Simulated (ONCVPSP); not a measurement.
## What the settings do to the ONCV potential of strontium (Sr)

Base potential:

```
Element                 : strontium
Generator               : ONCVPSP 4.0.1
Type                    : optimised norm-conserving Vanderbilt (ONCV)
Functional              : PBE
Relativity              : scalar-relativistic
Frozen core             : [Ar] 3d10
Valence charge          : 10
Reference configuration : 4s2 4p6 5s2
Partial waves           : 4s+5s: rc 2.50 bohr, ncon 3, nbas 6, qcut 5.8 1/bohr, 2 projectors; 4p: rc 2.05 bohr, ncon 3, nbas 7, qcut 6 1/bohr, 3 projectors, debl 1.4 Ha; d scattering state at 0.1 Ha: rc 2.70 bohr, ncon 4, nbas 8, qcut 4.1 1/bohr, 3 projectors, debl 2.7 Ha
Local potential         : polynomial inside 1.80 bohr (lpopt 1, dvloc0 6 Ha)
Core correction         : none
```

In the d channel the program set the typed energies aside and used 0.050, 2.750, 5.450 Ha.

All-electron outer shells of the reference configuration (PBE, scalar-relativistic, ld1.x):

```tsv
shell	level (eV)	outermost node (bohr)	outermost maximum (bohr)
4s	-40.90	0.59	1.19
4p	-22.82	0.61	1.33
5s	-3.53	1.65	3.72
```

Cutoffs, loose and tight: the cutoffs (Ha) at which the residual kinetic energy of the hardest occupied pseudo-wave falls to 1 and 0.1 mHa per electron. They do not see the model core or the augmentation charge, which bear on the density cutoff. Test errors are all-electron minus pseudo excitation energies from the reference, over the configurations 4s2 4p6 5s1; 4s2 4p6 5s0; 4s2 4p6 5s1.5; 4s2 4p6 4d1 5s1. A dash means not determined; rows that change the core or the reference have their own tests.

For the base: The cutoffs count occupied waves only; projector 2 of the d channel, the hardest unoccupied one, needs 28 Ha at the loose tolerance.

| change | outcome | cutoff, loose | cutoff, tight | bound ghosts | GHOST(+) flags above zero | largest test error (meV) |
| --- | --- | --- | --- | --- | --- | --- |
| base | generated, projector energies reset by the program | 8.2 Ha | 11 Ha | none | none | -2.5 |
| s: rc 2.04 | generated, projector energies reset by the program | 11 Ha | 14 Ha | none | none | -1.5 |
| s: rc 2.62 | generated, projector energies reset by the program | 7.4 Ha | 9.7 Ha | none | none | -2.8 |
| s: rc 2.86 | generated, projector energies reset by the program | 7.4 Ha | 9.7 Ha | none | none | -2.9 |
| s: rc 3.04 | generated, projector energies reset by the program | 7.4 Ha | 9.7 Ha | none | none | -2.2 |
| s: rc 3.38 | generated, projector energies reset by the program | 7.4 Ha | 9.7 Ha | none | none | -2.9 |

Task: What comes out with this change to the base: s: rc 2.36?

Result: outcome: generated, projector energies reset by the program; cutoff, loose: 9.9 Ha; cutoff, tight: 12 Ha; bound ghosts: none; GHOST(+) flags above zero: none; largest test error (meV): -2.0.

Task: What comes out with this change to the base: s: rc 1.7; local potential polynomial inside 1.70 bohr (lpopt 1, dvloc0 6 Ha)?

Result: outcome: generated, projector energies reset by the program; cutoff, loose: 13 Ha; cutoff, tight: 17 Ha; bound ghosts: none; GHOST(+) flags above zero: none; largest test error (meV): -3.0.

Task: What comes out with this change to the base: s: rc 3.64?

Result: outcome: generated, projector energies reset by the program; cutoff, loose: 7.4 Ha; cutoff, tight: 9.7 Ha; bound ghosts: none; GHOST(+) flags above zero: none; largest test error (meV): -6.5.

Reading the sweep of the s radius (base included, trends over the rows without a ghost): The loose cutoff falls from 13 Ha at 1.7 to 7.4 Ha at 3.64 bohr. A larger radius leaves more room for a smooth pseudo-wave, so fewer plane waves are needed; a smaller one forces it to follow the all-electron wave where it bends sharply. The median size of the test errors (rows with all tests solved) stays near 0.8 meV.
